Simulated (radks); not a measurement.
Task: All-electron atom: V in [Ar] 3d3 4s2. All-electron calculation, Dirac Kohn-Sham, LDA (Slater exchange, Perdew-Wang correlation), spin-unpolarised, spherical densities, finite nucleus; open shells are shared between the two j in proportion to 2j + 1; Fermi nuclear charge, rms radius 3.6002 fm. Program: a radial shooting solver on a logarithmic mesh with Libxc functionals. Some entries of the table are withheld. Estimate them.

orbital,occ.,eigenvalue (eV),<1/r> (bohr^-1)
1s1/2,2,(1),22.80
2s1/2,2,-600.9310,4.800
2p1/2,2,(2),(3)
2p3/2,4,(4),(5)
3s1/2,2,-69.8192,1.489
3p1/2,2,-44.5124,1.364
3p3/2,4,-43.6720,1.349
3d3/2,1.2,(6),0.9618
3d5/2,1.8,(7),0.9580
4s1/2,2,-4.8458,0.3929

Result: 
(1) 1s1/2 eigenvalue (eV): -5350.159
(2) 2p1/2 eigenvalue (eV): -507.4115
(3) 2p1/2 <1/r> (bohr^-1): 4.744
(4) 2p3/2 eigenvalue (eV): -500.3312
(5) 2p3/2 <1/r> (bohr^-1): 4.678
(6) 3d3/2 eigenvalue (eV): -5.4222
(7) 3d5/2 eigenvalue (eV): -5.3559
